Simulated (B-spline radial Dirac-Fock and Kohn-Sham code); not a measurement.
## Anomalous scattering factors of Sm, 14.17 keV to 74.7 keV

The computed values come from a radial finite-basis atomic code: the dispersion relation over Dirac-Hartree-Slater subshell photoionisation cross sections, with the Kissel-Pratt high-energy constant (isolated atom, no bound-bound lines or fine structure). The forward scattering factor is f₀ + f′ + i f″.

Edges near this range: K 46834.0 eV.

```csv
hν (eV),λ (Å),f′ (e),f″ (e),tabulated f′,tabulated f″
14170,0.8750,-0.076,4.969,-0.10,4.84
15000,0.8266,-0.056,4.516,-0.08,4.39
16480,0.7523,-0.076,3.850,-0.10,3.73
17479.3,0.7093,-0.112,3.482,-0.14,3.37
22162.9,0.5594,?,?,?,?
22550,0.5498,-0.400,2.243,-0.42,2.18
24209.8,0.5121,-0.503,1.981,-0.53,1.93
28040,0.4422,-0.740,1.529,-0.76,1.51
30000,0.4133,-0.862,1.356,-0.88,1.33
40000,0.3100,-1.628,0.809,-1.63,0.78
44100,0.2811,-2.328,0.678,-2.33,0.65
54250,0.2285,-1.060,2.683,-1.08,2.67
55790,0.2222,-0.900,2.564,-0.92,2.55
60170,0.2061,-0.596,2.265,-0.61,2.25
74700,0.1660,-0.216,1.574,-0.23,1.57
```

Q: What are f′ and f″ at Ag Kα (22162.9 eV)?

A: f′ = -0.376 and f″ = 2.312 electrons (tables: -0.40 and 2.24). By the optical theorem f″ corresponds to a photoabsorption cross section 2 rₑ λ f″ = 7290 b.

Tabulated f′: xraylib 4.2 anomalous scattering factors (Cullen et al., EPDL97); f″: Chantler's tables (J. Phys. Chem. Ref. Data 1995 and 2000). Both are theoretical tables.
